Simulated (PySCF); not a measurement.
SMILES CC(C)[Te]S (C₃H₈STe), B3LYP/def2-SVP optimised geometry.

```
13

Te    -0.05    -1.99     0.00
C     -0.38     0.21     0.00
C     -1.89     0.44    -0.01
C      0.35     0.90    -1.15
H      0.04     0.54     0.96
H     -2.11     1.52     0.04
H     -2.35     0.06    -0.94
H     -2.39    -0.04     0.85
H      1.42     0.67    -1.13
H      0.23     1.99    -1.07
H     -0.06     0.58    -2.13
S      2.39    -1.99     0.00
H      2.57    -1.94     1.34
```

Density from B3LYP/def2-TZVP, def2 effective core potentials past Kr in PySCF 2.14.0 at that geometry. The core electrons that the potentials of Te replace are not part of the density.

Minimum of the electron density along straight lines between bonded atoms, close to the bond critical point (lines longer than 1.1 times the sum of covalent radii, or with two minima, are not listed):

```
bond     length / Å  ρ at the minimum / e bohr⁻³  ∇²ρ there / e bohr⁻⁵  position (fraction from the first atom)
-------  ----------  ---------------------------  --------------------  ---------------------------------------
Te1–C2        2.230                        0.104                   [?]                                     0.53
C2–C3         1.527                        0.246                 -0.61                                     0.51
C2–C4         1.521                        0.250                 -0.62                                     0.51
C2–H5         1.100                        0.279                 -0.95                                     0.64
C3–H6         1.104                        0.270                 -0.90                                     0.64
C3–H7         1.103                        0.272                 -0.91                                     0.64
C3–H8         1.102                        0.273                 -0.92                                     0.64
C4–H9         1.100                        0.275                 -0.94                                     0.64
C4–H10        1.106                        0.269                 -0.89                                     0.64
C4–H11        1.102                        0.273                 -0.92                                     0.64
Te1–S12       2.444                          [?]                   [?]                                     0.48
S12–H13       1.356                        0.211                 -0.59                                     0.65
```

**Question.** Some entries are withheld; supply them.

**Answer.** 
- Te1–C2, ∇²ρ there / e bohr⁻⁵: -0.03
- Te1–S12, ρ at the minimum / e bohr⁻³: 0.088
- Te1–S12, ∇²ρ there / e bohr⁻⁵: 0.02
